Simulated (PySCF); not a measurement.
C4H9F, SMILES CC[C@H](C)F.

Coordinates come from a PBE-D3(BJ)/def2-SVP optimisation. One conformer was computed; it need not be the lowest.

Two levels are set side by side: PBE/def2-TZVP (PySCF) and r2SCAN/def2-TZVP (PySCF). Same geometry, gas phase. Differences are taken from unrounded values.

```csv
quantity,r2SCAN
orbital gap (eV),8.81
highest occupied level (eV),-7.72
lowest empty level (eV),1.09
dipole moment (D),1.88
mean polarisability (bohr³),52.2
```

**Question.** What does PBE give, and how far is it from r2SCAN? (Estimate from the structure and the level; the computed values follow.)

**Answer.** 
```tsv
quantity	PBE	PBE minus r2SCAN
orbital gap (eV)	7.73	-1.09
highest occupied level (eV)	-7.39	0.34
lowest empty level (eV)	0.34	-0.75
dipole moment (D)	1.80	-0.08
mean polarisability (bohr³)	53.4	1.2
```

Rough cost on one machine, each run with all the roots and properties that it gave: r2SCAN against PBE about 3 times.
